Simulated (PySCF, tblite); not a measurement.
A complex of Ca2+ and 2 × water

A gas-phase complex of Ca2+ and 2 × water; charge +2, singlet. The structure comes from a short search (6 tight-binding starts) and was optimised by PBE0-D3(BJ)/def2-SVPD; another way of binding may lie lower.

This structure isn't a minimum: the optimisation stopped short of the minimum along a soft mode, which is imaginary here (17i cm⁻¹ by PBE0-D3(BJ)/def2-SVPD), and forces of up to 0.015 eV/Å are left. All values below rest on it.

```tsv
part	name	SMILES	atoms	charge	multiplicity
1	Ca2+	[Ca+2]	1	+2	1
2	water	O	2–4	0	1
3	water	O	5–7	0	1
```

| atom | part | x (Å) | y (Å) | z (Å) |
| --- | --- | --- | --- | --- |
| Ca1 | 1 | 0.481 | -0.076 | 0.437 |
| O2 | 2 | -0.749 | 0.748 | 2.163 |
| H3 | 2 | -0.780 | 1.662 | 2.494 |
| H4 | 2 | -1.362 | 0.264 | 2.743 |
| O5 | 3 | 1.719 | -0.868 | -1.298 |
| H6 | 3 | 1.480 | -0.899 | -2.240 |
| H7 | 3 | 2.612 | -1.250 | -1.265 |

```tsv
contact	kind (by geometry)	distance (Å)	angle (°)
Ca1···O5	ion contact	2.274	-
Ca1···O2	ion contact	2.274	-
```

Interaction energies are complex less parts, with the parts frozen as they stand in it; counterpoise-corrected, in kcal/mol (PySCF).

Task: Give the interaction energy at each level run.

Result: 
```json
{"level": "wB97M-D3(BJ)/def2-TZVPD", "interaction": "-104.83", "superposition error removed": "-0.25"}
{"level": "PBE0-D3(BJ)/def2-TZVPD", "interaction": "-107.40", "superposition error removed": "-0.29"}
```

Task: What holds them together? Decompose the wB97M-D3(BJ)/def2-TZVPD energy: frozen parts, their antisymmetrised product, then relaxation.

Result: electrostatic -96.2, Pauli repulsion +43.3, orbital relaxation -50.8, dispersion correction -1.4 kcal/mol, which sum to the value before the counterpoise correction; the Pauli term holds the exchange-correlation of the frozen density too. Of the attraction, 65 % is electrostatic, 34 % is orbital relaxation, 1 % is dispersion correction.

Task: Are the pair energies additive?

Result: The pairs sum to -113.11 kcal/mol (1–2 -57.0, 1–3 -57.0, 2–3 0.8); the rest of +8.27 is a many-body weakening.

The parts were also relaxed and run alone, at the levels used for the complex: shieldings by PBE0/pcSseg-2.

Values alone: shielding of Ca1 (ppm): 1413.0; shielding of O5 (ppm): 328.9; shielding of O2 (ppm): 328.9.

Task: How do these values change when the complex forms?

Result: 
```csv
property,alone,in the complex,change
shielding of Ca1 (ppm),1413.0,1252.9,-160.1
shielding of O5 (ppm),328.9,284.3,-44.6
shielding of O2 (ppm),328.9,284.3,-44.5
```

Multiply charged ions in the gas phase bind far more strongly than in solution.

The 4 runs behind this took 2.7 min in all, one thread each of Arm Neoverse V2 on a shared host, launched as `OMP_NUM_THREADS=1 python cluster_run.py task.json out`.
